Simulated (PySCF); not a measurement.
**Chlorine: highly charged ions in a basis for the neutral atom**

Cl⁵⁺ [Ne] 3s2, Cl⁶⁺ [Ne] 3s1. All numbers are calculated (PySCF 2.14, no relativity, point nucleus, in 6-31G* (4s3p1d, 18 functions)). No spin-orbit coupling, so a gap to NIST mixes the basis error with missing relativistic terms.

Changed run: basis of the neutral atom used for a highly charged ion. This setting is unsound on purpose.

| species | method | sound run (hartree) | changed run (hartree) | converged |
| --- | --- | --- | --- | --- |
| Cl⁵⁺ | UHF | not run | -452.35091 | yes |
| Cl⁵⁺ | M06-2X | not run | -452.84249 | yes |
| Cl⁵⁺ | BP86 | not run | -452.86789 | yes |
| Cl⁶⁺ | UHF | not run | -448.86862 | yes |
| Cl⁶⁺ | M06-2X | not run | -449.28007 | yes |
| Cl⁶⁺ | BP86 | not run | -449.31673 | yes |

Ionisation energy of Cl⁵⁺:

| method | changed run (eV) | NIST (eV) |
| --- | --- | --- |
| UHF | 94.758 | 96.94 ± 0.04 |
| M06-2X | 96.939 | 96.94 ± 0.04 |
| BP86 | 96.632 | 96.94 ± 0.04 |

The contracted functions were made for the neutral atom and can be too rigid for a highly charged ion.
